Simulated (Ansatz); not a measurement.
Geometry optimisation, DFT PBEsol, scalar-relativistic, plane waves, PAW (Ansatz).

input.yaml

```yaml
crystal:
  lattice:
    - [5.4, 0.0, 0.0]
    - [4.05, 7.014806, 0.0]
    - [0.0, 0.0, 15.2768]
  atoms:
    - { symbol: Ru, position: [0.0, 0.0, 0.0654587] }
    - { symbol: Ru, position: [0.5, 0.0, 0.0654587] }
    - { symbol: Ru, position: [0.0, 0.3333333, 0.0654587] }
    - { symbol: Ru, position: [0.5, 0.3333333, 0.0654587] }
    - { symbol: Ru, position: [0.0, 0.6666667, 0.0654587] }
    - { symbol: Ru, position: [0.5, 0.6666667, 0.0654587] }
    - { symbol: Ru, position: [-0.1666667, 0.2222222, 0.2054357] }
    - { symbol: Ru, position: [0.3333333, 0.2222222, 0.2054357] }
    - { symbol: Ru, position: [-0.1666667, 0.5555556, 0.2054357] }
    - { symbol: Ru, position: [0.3333333, 0.5555556, 0.2054357] }
    - { symbol: Ru, position: [-0.1666667, 0.8888889, 0.2054357] }
    - { symbol: Ru, position: [0.3333333, 0.8888889, 0.2054357] }
    - { symbol: Ru, position: [0.0, 0.0, 0.3454127] }
    - { symbol: Ru, position: [0.5, 0.0, 0.3454127] }
    - { symbol: Ru, position: [0.0, 0.3333333, 0.3454127] }
    - { symbol: Ru, position: [0.5, 0.3333333, 0.3454127] }
    - { symbol: Ru, position: [0.0, 0.6666667, 0.3454127] }
    - { symbol: Ru, position: [0.5, 0.6666667, 0.3454127] }
    - { symbol: P, position: [0.1714818, 0.0920031, 0.4861489] }
basis:
  ecutwfc: 420.0
kpoints:
  mp_grid: { grid: [2, 2, 1] }
hamiltonian:
  xc: pbesol
  pseudopotentials: { kind: paw, azcp: { folder: soft_1 } }
scf:
  occupations: { method: fermi_dirac, width: 0.05 }
  lower_state_search: "off"
relax:
  f_tol: 0.08
  max_steps: 25
  adjacent_minimum: "off"
  constraints: [{ sites: [0, 1, 2, 3, 4, 5] }]
output:
  write_density: true
  write_potential: true
  elf: true
  volumetric_format: npy
```

Command:

```bash
$ ansatz run input.yaml --threads 4 --pin off --max-ram 10240MiB --backend cpu --events-out ev --progress --plain --runs-dir out
```

**Question.** Where does it end, and by what steps?

**Answer.** The forces met the threshold. Limits of this set-up: coarse k mesh, thin slab, slab without dipole correction, odd electron count without spin, PAW files made for another functional. After 5 steps the energy has fallen by 1.863 eV; P19 moved furthest, 0.61 Å.

```json
{"step": "0", "energy less start (eV)": "0.0000", "largest force component (eV/Å)": "3.997", "accepted": "yes"}
{"step": "1", "energy less start (eV)": "-0.9663", "largest force component (eV/Å)": "2.915", "accepted": "yes"}
{"step": "2", "energy less start (eV)": "-1.5409", "largest force component (eV/Å)": "1.117", "accepted": "yes"}
{"step": "3", "energy less start (eV)": "-1.8550", "largest force component (eV/Å)": "0.220", "accepted": "yes"}
{"step": "4", "energy less start (eV)": "-1.8335", "largest force component (eV/Å)": "0.367", "accepted": "no"}
{"step": "5", "energy less start (eV)": "-1.8629", "largest force component (eV/Å)": "0.053", "accepted": "yes"}
```

```xyz
19
Lattice="5.4000 0.0000 0.0000 4.0500 7.0148 0.0000 0.0000 0.0000 15.2768" Properties=species:S:1:pos:R:3
Ru 0.000 0.000 1.000
Ru 2.700 0.000 1.000
Ru 1.350 2.338 1.000
Ru 4.050 2.338 1.000
Ru 2.700 4.677 1.000
Ru 5.400 4.677 1.000
Ru -0.022 1.559 3.036
Ru 2.711 1.568 3.042
Ru 1.346 3.905 3.027
Ru 4.052 3.896 3.052
Ru 2.706 6.229 2.978
Ru 5.395 6.235 3.048
Ru 0.009 0.003 5.121
Ru 2.680 0.005 5.114
Ru 1.332 2.344 5.118
Ru 4.050 2.375 5.100
Ru 2.701 4.683 5.062
Ru 5.406 4.647 5.079
P 1.356 0.772 6.835
```

Time of the run: 29 s on 4 threads of Intel(R) Xeon(R) Platinum 8488C (Sapphire Rapids), with other jobs on the host, peak memory 2.1 GiB.
